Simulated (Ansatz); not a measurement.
Calculated with Ansatz (gas phase, PBE0-D4/def2-TZVP geometries, no zero-point term in ΔE). CBS: MP2 limit from def2 TZ/QZ plus the TZ coupled-cluster correction, frozen cores. Functionals use def2-TZVPP. For Ge outer-core shells are correlated without core-valence functions, which leaves a few kJ/mol of doubt a bond. Scalar relativity is left out up to krypton. Each species was taken in one conformer, which may not be the lowest.

Consider the formal exchange of groups at a Ge–C bond: `C=[CH][GeH2][CH2]F` + `CCSCS` → `F[CH2][GeH2][SH]` + `C=CCSCC`.

| level | ΔE (kcal/mol) | difference from CCSD(T)/CBS |
| --- | --- | --- |
| PBE0-D4 | -23.5 | -1.8 |
| ωB97M-V | -22.5 | -0.8 |
| B2PLYP | -22.1 | -0.4 |
| PBE | -22.3 | -0.6 |
| r2SCAN | -23.5 | -1.8 |
| PBE0 | -22.9 | -1.2 |
| CCSD/def2-TZVPP | -21.9 | -0.2 |
| MP2/def2-QZVPP | -22.5 | -0.8 |
| HF/CBS(def2) | -22.6 | -0.9 |
| MP2/CBS(def2) | -22.4 | -0.7 |
| CCSD(T)/CBS | -21.7 | 0 |

Largest T1 diagnostic among the species: 0.011.

The D4 term adds −1.0 kcal/mol with B3LYP and −0.6 kcal/mol with PBE0; it sums over pairs of atoms, weighted by their polarisabilities, and B3LYP, whose exchange is more repulsive, gets the larger term.

B3LYP here is the variant with VWN-RPA as its local correlation; programs differ in this.
